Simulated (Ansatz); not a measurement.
Harmonic frequencies (cm⁻¹) at PBE0-D4/def2-TZVP from Ansatz: 155, 231, 403, 419, 623, 708, 765, 834, 942, 2128, 2189, 3889.

Each molecule was computed in one conformer, which needn't be the lowest.

Which molecule is it?
A. `C#C[SiH]F`•
B. `F[SiH][SiH2]Cl`•
C. `[OH][GeH2][S]`•
D. `[SiH3][O][GaH]`•

C.
